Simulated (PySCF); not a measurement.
## Radial density of Kr⁺ (krypton, charge +1)

UHF, [Ar] 3d10 4s2 4p5, 2P determinant. All numbers are calculated (PySCF 2.14, a scalar-relativistic core potential, in aug-cc-pVTZ-PP with ECP10MDF). This is the valence pseudo-density: the core potential removes the inner electrons and smooths the orbitals near the nucleus.

```
r (bohr)  4πr²ρ (e/bohr)  4πr²(ρα − ρβ)
0.000574       5.637e-05         0.0000
0.000966       0.0001591         0.0000
 0.00162       0.0004466         0.0000
 0.00273        0.001237         0.0000
 0.00460        0.003309         0.0000
 0.00773        0.008148         0.0000
  0.0130         0.01753         0.0000
  0.0219         0.03328         0.0000
  0.0368         0.05594         0.0000
  0.0619          0.1591         0.0001
   0.104           1.083         0.0005
   0.175           6.623         0.0089
   0.295           24.79         0.0878
   0.495           35.08         0.0825
   0.833           11.08         0.0971
    1.40           5.418         0.6871
    2.36           2.056         0.3206
    3.97          0.1085         0.0134
    6.67       0.0001074         0.0000
```

Energies and moments cover only the electrons outside the core potential.
